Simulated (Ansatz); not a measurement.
CH$_{8}$GeSn (`[CH3][SnH2][GeH3]`), relaxed with RKS PBE0-D4/def2-TZVP in the Gaussian-basis code of Ansatz from a PBE-D4/def2-SVP geometry. The force threshold is 0.005 eV/Å; the program also tests the step.

The species carries charge 0 and has multiplicity 1. Sn takes the def2 core potential.

Start:

```xyz
11

C     0.999    1.323   -1.075
Sn    0.817   -0.527    0.055
Ge   -1.628   -0.804    0.963
H     2.038    1.434   -1.442
H     0.307    1.306   -1.939
H     0.749    2.185   -0.426
H     1.229   -1.865   -0.969
H     1.940   -0.501    1.376
H    -2.647   -0.825   -0.209
H    -1.805   -2.115    1.776
H    -2.000    0.388    1.889
```

Q: How much energy does the relaxation release, and in how many steps? (Best estimate.)

A: The calculation gave: 0.84 kcal/mol, in 4 steps.

Q: Which bonds change most? (Estimate.)

A: Computed: C1–Sn2 from 2.176 to 2.144 Å; Sn2–Ge3 from 2.623 to 2.598 Å; Sn2–H7 from 1.734 to 1.712 Å; Sn2–H8 from 1.734 to 1.712 Å.

Q: Give the relaxed structure. (An estimate is asked.)

A: Ansatz gave: 
```xyz
11

C     0.992    1.307   -1.062
Sn    0.808   -0.515    0.053
Ge   -1.614   -0.792    0.952
H     2.012    1.414   -1.431
H     0.306    1.294   -1.910
H     0.753    2.158   -0.425
H     1.209   -1.840   -0.955
H     1.914   -0.493    1.360
H    -2.622   -0.820   -0.210
H    -1.772   -2.095    1.754
H    -1.986    0.384    1.873
```
